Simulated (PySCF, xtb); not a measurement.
H₂. Atoms are numbered in the order given.

```xyz
2

H      0.0000     0.0000    -0.3731
H      0.0000     0.0000     0.3731
```
Charge 0, spin multiplicity 1.

Coordinates come from a PBE0-D3(BJ)/def2-TZVPD optimisation.

The numbers are results of C-PCM-M06-2X/def2-TZVPD (PySCF), not measurements.

The values are the electrostatic part of the solvation free energy, E(continuum) − E(gas) at the gas-phase geometry, in a cavity of scaled van der Waals radii (PySCF's table); cavitation and dispersion terms are not included. In vacuum the orbital gap is 15.41 eV. The dipole moment in vacuum is 0.00 D.

| solvent | ε | ΔG(elec) (kcal/mol) | dipole (D) | gap (eV) |
|---|---|---|---|---|
| water | 78.36 | -0.2 | 0.00 | 15.48 |
| 1-octanol | 9.86 | -0.2 | 0.00 | 15.47 |
| diethylether | 4.24 | -0.2 | 0.00 | 15.46 |

For comparison, GFN2-xTB/ALPB(water) (xtb, at the GFN2-xTB geometry, all terms of that model) gives 0.5 kcal/mol.
